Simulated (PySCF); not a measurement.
C₂H₂O, SMILES C1OC=1. Atoms are numbered in the order given.

```xyz
5

C      0.0000    -0.6299    -0.4571
C      0.0000     0.6299    -0.4571
O      0.0000     0.0000     0.8827
H      0.0000    -1.6489    -0.7880
H      0.0000     1.6489    -0.7880
```
Charge 0, spin multiplicity 1.

Geometry optimised at PBE0-D3(BJ)/def2-TZVP.

These are PySCF with PBE/def2-TZVPD values and carry that method's errors.

Mulliken values depend strongly on the basis, most of all with diffuse functions as here. ESP charges are fitted to the potential on shells at 1.4 to 2.0 van der Waals radii. Atomic charges (e):

| atom | Mulliken | ESP fit | IAO |
|---|---|---|---|
| C1 | -0.05 | -0.16 | 0.02 |
| C2 | -0.05 | -0.16 | 0.02 |
| O3 | -0.35 | -0.22 | -0.46 |
| H4 | 0.22 | 0.27 | 0.20 |
| H5 | 0.22 | 0.27 | 0.20 |
